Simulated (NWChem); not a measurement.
CHI2, doublet; SMILES I[CH]I

Computed with NWChem. Spin-unrestricted. In the optimisation the excess spin sits in a' (Cs, its own frame). Coordinates come from a PBE0/def2-SVP, spin-unrestricted optimisation. Not confirmed as a minimum by frequencies. No stability test was run on the SCF state. def2 effective core potentials on I; no spin-orbit coupling. Level M06-2X/def2-SVP: energy and gradient on several grids; changes count from the extra-fine grid, which is no exact limit either.

| grid | size of the energy change (μHa) | largest change of a gradient component (μHa/bohr) | time, medium = 1 (rough) |
|---|---|---|---|
| xcoarse | 200 | 4000 | about 1 |
| coarse | 60 | 400 | about 1 |
| medium | 20 | 200 | about 1 |
| fine | < 10 | 60 | about 1 |
| xfine | < 10 | < 30 | 2 |
